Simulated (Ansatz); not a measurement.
A run for Ansatz (a quantum-chemistry and plane-wave program): U-CCSD(T)/def2-SVP on FISi (SMILES F[Si]I), a point of a bond scan (R = 2.817 Å). Elements past Kr take the def2 small-core potentials; no spin–orbit coupling. The run froze 15 orbitals, filled d shells among them.

Ansatz 0.2 input:
```yaml
crystal:
  periodic: [false, false, false]
  atoms:
    - {symbol: Si, position_ang: [0.72542197, 1.01948837, 1.18893518]}
    - {symbol: F, position_ang: [1.48755476, 3.02189201, -0.64055777]}
    - {symbol: I, position_ang: [-0.38875935, -0.63672280, -0.33842808]}
basis:
  gaussian:
    orbitals: def2-SVP
correlation: {method: ccsd_t, electrons: outside_noble_gas}
scf: {omitted_lower_state_checks: [cluster_reference]}
magnetization: {spin_polarized: true, initial_magnetization: 0}
```

It printed:

```
WARN ansatz: RAYON_NUM_THREADS=1 ignored (pool sized by the plan → 1); use --threads N
Functional definition: HF
these checks for a lower state are left out or cut short: cluster_reference
integrals: 0.05 GiB planned
633 factors; integrals over basis functions are off by at most 4.9e-4 eV
mean field: 0.18 GiB planned
mean field evaluation 1: about -18628.1849 eV, gradient 2.9e1 eV
mean field evaluation 2: about -18628.1874 eV, gradient 2.9e1 eV
mean field evaluation 4: about -18632.1822 eV, gradient 4.0e0 eV
mean field evaluation 8: about -18632.3559 eV, gradient 3.9e-1 eV
mean field evaluation 16: about -18632.4771 eV, gradient 1.8e0 eV
mean field evaluation 32: about -18632.4913 eV, gradient 1.5e0 eV
mean field evaluation 64: about -18627.5756 eV, gradient 2.3e1 eV
mean field evaluation 96: about -18633.1804 eV, gradient 4.7e-2 eV
mean field evaluation 128: about -18632.8854 eV, gradient 4.9e0 eV
mean field evaluation 160: about -18633.1625 eV, gradient 2.6e-6 eV
mean field evaluation 192: about -18633.1625 eV, gradient 2.5e-2 eV
mean field -18633.33148515 eV, -684.7623019537 hartree, gradient 6.0e-6 eV, S^2 0.891338; 18 other end points of the search recorded, 0 dependent functions left out
15 core orbitals not correlated
reference -18633.33148515 eV, -684.7623019537 hartree; 9, 9 occupied and 34, 34 virtual orbitals, 633 factors
second order -8.30300843 eV of doubles, -0.00000000 eV of singles
coupled cluster: 0.13 GiB planned
cycle   1  -8.93117205 eV  change   -6.3e-1 eV  update   1.1e-1
cycle   2  -9.29106654 eV  change   -3.6e-1 eV  update   5.1e-2
cycle   3  -9.41093860 eV  change   -1.2e-1 eV  update   5.1e-2
cycle   4  -9.51236276 eV  change   -1.0e-1 eV  update   4.0e-2
cycle   5  -9.61998575 eV  change   -1.1e-1 eV  update   2.7e-2
cycle   6  -9.68777104 eV  change   -6.8e-2 eV  update   1.5e-2
cycle   7  -9.71685619 eV  change   -2.9e-2 eV  update   8.9e-3
cycle   8  -9.73806919 eV  change   -2.1e-2 eV  update   6.3e-3
cycle   9  -9.76714942 eV  change   -2.9e-2 eV  update   4.2e-3
cycle  10  -9.76041445 eV  change    6.7e-3 eV  update   2.1e-3
cycle  11  -9.76776099 eV  change   -7.3e-3 eV  update   1.2e-3
cycle  12  -9.76976551 eV  change   -2.0e-3 eV  update   6.5e-4
cycle  13  -9.76842194 eV  change    1.3e-3 eV  update   4.3e-4
cycle  14  -9.76899700 eV  change   -5.8e-4 eV  update   2.7e-4
cycle  15  -9.76902879 eV  change   -3.2e-5 eV  update   2.1e-4
cycle  16  -9.76891125 eV  change    1.2e-4 eV  update   1.4e-4
cycle  17  -9.76893972 eV  change   -2.8e-5 eV  update   9.6e-5
cycle  18  -9.76895275 eV  change   -1.3e-5 eV  update   7.0e-5
cycle  19  -9.76900493 eV  change   -5.2e-5 eV  update   5.2e-5
cycle  20  -9.76898538 eV  change    2.0e-5 eV  update   4.2e-5
cycle  21  -9.76898127 eV  change    4.1e-6 eV  update   2.9e-5
cycle  22  -9.76899170 eV  change   -1.0e-5 eV  update   2.0e-5
coupled cluster: 0.13 GiB planned
perturbative correction -0.34165168 eV, -0.0125554677 hartree
Total energy: -18643.44212853 eV, -685.1338612446 hartree
Checks for a lower state left out: cluster_reference
```

Self-consistency was reached. Its determinant has ⟨S²⟩ = 0.89, a mixture of spin states.

Cost: roughly 10 core-seconds.
